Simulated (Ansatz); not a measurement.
TiH3⁺. Total charge 1; triplet. Geometry PBE-D4/def2-TZVP, that of the neutral doublet; atoms count from 1.

```tsv
atom	x (Å)	y (Å)	z (Å)
Ti1	-0.122	0.001	0.227
H2	-0.319	1.646	-0.273
H3	-1.035	-1.178	-0.653
H4	1.476	-0.468	0.699
```

At PBE0-D4/def2-TZVP a singlet of charge 1 lies 1.63 eV below the triplet at the same geometry.

Question: Estimate the Mulliken populations from the PBE0/def2-TZVP orbitals of Ansatz.

Answer: 
```
atom  charge (e)  spin (α − β)  d electrons
 Ti1        0.71          1.38         2.28
  H2        0.05          0.03            –
  H3        0.05          0.03            –
  H4        0.20          0.57            –
```
Mulliken values depend strongly on the basis.

Question: Where does the spin sit?

Answer: Summed by element: Ti 1.38, H 0.62, of 2 unpaired in all. Largest on single atoms: Ti1 1.38, H4 0.57, H2 0.03.
